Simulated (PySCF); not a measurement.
## K₂Te: from structure and modes to constants

Computed with PySCF, PBE0, basis Te def2-TZVP with ECP28, K def2-TZVP (scalar-relativistic core potentials, no spin–orbit coupling, density fitting).

The singlet minimum has C2v symmetry. Masses (u): Te 129.90622, K 38.96371.

```xyz
3
charge 0 multiplicity 1, angstrom
Te    0.0000    0.0000   -0.5334
K     2.7491    0.0000    0.8608
K    -2.7491    0.0000    0.8608
```

Harmonic wavenumbers (cm⁻¹): 32.5 (a1, ×1), 168.5 (a1, ×1), 194.9 (b2, ×1).

(1) Find the principal moments of inertia and the rotational constants. What kind of rotor is it?

(2) What is the harmonic zero-point energy?

Answers

(1) About the centre of mass I = 94.682, 588.95, 683.63 u Å². With B = 16.8576/I this gives 0.178, 0.02862, 0.02466 cm⁻¹. The molecule is an asymmetric top with κ = -0.95.

(2) Half the sum of all 3 wavenumbers, 396/2 = 198 cm⁻¹, which is 2.4 kJ/mol (1 cm⁻¹ = 0.0119627 kJ/mol).

This need not be the most stable arrangement of these atoms.
